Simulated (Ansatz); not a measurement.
Consider the ligand exchange at a Ge–F bond: `[OH][GeH2][F]` + CH₃SH → `C[S][GeH2][OH]` + H–F.

Computed with Ansatz on PBE0-D4/def2-TZVP structures; ΔE is electronic, products minus reactants. CCSD(T)/CBS adds triple-zeta CCSD(T) − MP2 to the extrapolated MP2 energy (def2 sets, frozen cores). This one scheme is used for every species. Functionals use def2-TZVPP. B3LYP here is the variant with VWN-RPA as its local correlation; programs differ in this. For Ge outer-core shells are correlated without core-valence functions, which leaves a few kJ/mol of doubt a bond. Scalar relativity is left out up to krypton. Each species was taken in one conformer, which may not be the lowest.

`[OH][GeH2][F]`:

```xyz
6

O     1.133    0.777   -0.103
Ge   -0.309   -0.167    0.257
F    -1.501    0.210   -0.952
H     1.568    0.517   -0.918
H    -0.062   -1.675    0.118
H    -0.829    0.339    1.599
```

CH₃SH:

Z-matrix (Å, degrees):
```
C
S 1 1.806
H 1 1.089 2 111.5
H 1 1.089 2 111.5 3 -123.8
H 1 1.090 2 106.2 3 118.1
H 2 1.342 1 97.1 3 61.9
```

`C[S][GeH2][OH]`:

```xyz
10

C    -0.145   -1.183   -1.257
S    -0.347   -1.345    0.540
Ge   -0.331    0.783    1.132
O     1.309    1.439    1.354
H     0.869   -0.883   -1.521
H    -0.863   -0.476   -1.674
H    -0.337   -2.168   -1.683
H    -0.971    0.912    2.515
H    -1.047    1.577    0.019
H     1.862    1.344    0.575
```

H–F:

Z-matrix (Å, degrees):
```
F
H 1 0.920
```

```tsv
level	ΔE (kcal/mol)
B3LYP-D4	6.3
B2PLYP	7.7
r2SCAN	6.7
PBE0	5.3
MP2/def2-TZVPP	4.5
CCSD(T)/def2-TZVPP	5.7
SCS-MP2/def2-QZVPP	6.3
MP2/CBS(def2)	3.0
```

Question: What does CCSD(T)/CBS give? (Estimate.)

Answer: Computed: +4.3 kcal/mol. The listed levels differ from it by 2.0, 3.4, 2.4, 1.0, 0.2, 1.4, 2.0, -1.3 kcal/mol.

Largest T1 diagnostic among the species: 0.012.

In def2-TZVPP, CCSD(T) changes the Hartree–Fock value by −6.1 kcal/mol (the triples alone add −1.0 kcal/mol) and MP2 by −7.4 kcal/mol. The D4 term adds −2.5 kcal/mol with B3LYP and −1.4 kcal/mol with PBE0; it sums over pairs of atoms, weighted by their polarisabilities, and B3LYP, whose exchange is more repulsive, gets the larger term.
